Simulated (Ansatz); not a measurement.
Basis sets compared for Al(NH3)F3 (AlNF₃H₃). The state is a singlet with charge 0. Geometry r2SCAN-D4/def2-SVP. Ansatz on 4 threads of Intel Xeon on a shared host; times are rough, and most runs start from earlier orbitals.

```xyz
8

Al    0.238    0.675   -0.737
N    -0.226   -0.642    0.701
H    -1.230   -0.628    0.899
H     0.270   -0.425    1.569
H     0.028   -1.593    0.422
F     1.357    1.615    0.069
F    -1.261    1.356   -1.013
F     0.824   -0.359   -1.910
```

B3LYP takes the VWN-RPA correlation.

Binding counts from free atoms (Al doublet, N quartet, H doublet, F doublet) in the same basis, without a counterpoise term.

```tsv
level	functions	energy (Eh)	HOMO (eV)	LUMO (eV)	binding per atom (eV)	wall time
HF/6-31G	55	-596.5952	-15.67	3.00	2.65	1 s
HF/def2-TZVP (with forces)	179	-596.8990	-15.60	2.10	3.02	3.6 s
PBE-D4/def2-SVP	89	-597.9458	-7.74	-0.93	4.16	1.5 s
PBE-D4/def2-TZVP	179	-598.4884	-8.26	-1.36	4.16	2.2 s
r2SCAN-D4/def2-TZVP	179	-598.8039	-8.76	-0.59	4.11	3.8 s
B3LYP-D4/6-31G	55	-598.6965	-9.53	-0.52	3.76	1.8 s
B3LYP-D4/def2-TZVP	179	-599.0138	-10.03	-0.91	4.10	3.4 s
PBE0-D4/def2-SVP	89	-597.9792	-9.93	-0.05	4.04	2.6 s
PBE0-D4/def2-TZVP	179	-598.5152	-10.33	-0.51	4.05	3.4 s
```

(1) Estimate the rows for PBE-D4/def2-TZVPD, r2SCAN-D4/def2-TZVPD, PBE0-D4/def2-TZVPD.

## Answers

(1) 
| level | functions | energy (Eh) | HOMO (eV) | LUMO (eV) | binding per atom (eV) | wall time |
| --- | --- | --- | --- | --- | --- | --- |
| PBE-D4/def2-TZVPD | 227 | -598.4929 | -8.39 | -1.72 | 4.16 | 4.5 s |
| r2SCAN-D4/def2-TZVPD | 227 | -598.8073 | -8.84 | -0.97 | 4.12 | 6 s |
| PBE0-D4/def2-TZVPD | 227 | -598.5188 | -10.43 | -0.98 | 4.05 | 5.5 s |
